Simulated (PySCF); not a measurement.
CH₆ClNSi₃, SMILES [SiH3][Si@@H]1N=C[Si@@H]1Cl. Heavy atoms are numbered as in [SiH3:1][Si@@H:2]1[N:3]=[CH:4][Si@@H:5]1[Cl:6]. Hydrogens are named by the atom that carries them.

The structure is a stationary point at ωB97X-D3(BJ)/def2-SVP. The structure was generated by enumeration; whether it is a known compound was not checked.

The numbers are results of r2SCAN/def2-TZVP in PySCF, not measurements.

ESP charges are fitted to the potential on shells at 1.4 to 2.0 van der Waals radii. Atomic charges (e), one atom of each kind:

```
atom        ESP fit    IAO
----------  -------  -----
Si1 (SiH3)     0.01      …
Si2 (SiH)      0.44      …
N3            -0.51  -0.49
C4 (CH)        0.27  -0.22
Si5 (SiH)     -0.09      …
Cl6           -0.11      …
H on Si1      -0.03  -0.10
H on Si2      -0.07      …
H on C4        0.06   0.15
H on Si5       0.03  -0.10
```

### Question
Fill in the missing entries. (Estimate from the structure and the level; the computed values follow.)

### Answer

- Si1 (SiH3), IAO: 0.30
- Si2 (SiH), IAO: 0.45
- Si5 (SiH), IAO: 0.61
- Cl6, IAO: -0.31
- H on Si2, IAO: -0.10

Computed Mayer and Wiberg (Löwdin basis) orders of the bonds:
```
bond     Mayer  Wiberg
-------  -----  ------
Si1–Si2   0.94    1.13
Si2–N3    0.96    1.16
N3–C4     1.81    2.30
Si2–Si5   0.92    1.02
C4–Si5    0.91    1.09
Si5–Cl6   1.11    1.82
```
